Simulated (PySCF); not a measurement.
# Zr (zirconium, neutral): revPBE calculation

Configuration: [Kr] 4d3 5s1, high-spin 5F determinant (an excited configuration). Calculation: PySCF 2.14, in aug-cc-pwCVDZ-PP with ECP28MDF (6s6p5d3f, 70 functions); scalar relativity through the core potential.

```
Total energy                : -46.7901 hartree
One-electron energy         : -78.4426 hartree
Hartree (Coulomb) energy    : 37.6081 hartree
Exchange-correlation energy : -5.9556 hartree
⟨S²⟩                        : 6.0009
⟨L²⟩                        : 12.005
Sum of ⟨r⟩                  : 22.14 bohr
Sum of ⟨r²⟩                 : 56.52 bohr²
```

```csv
shell,electrons,mean orbital energy (eV),"rms radius, mean of both spins (bohr)"
4s α,1,-52.670,1.30
4s β,1,-51.427,1.30
4p α,3,-30.747,1.49
4p β,3,-29.280,1.49
5s α,1,-4.199,4.07
4d α,3,-2.973,2.79
```

Energies and moments cover only the electrons outside the core potential.
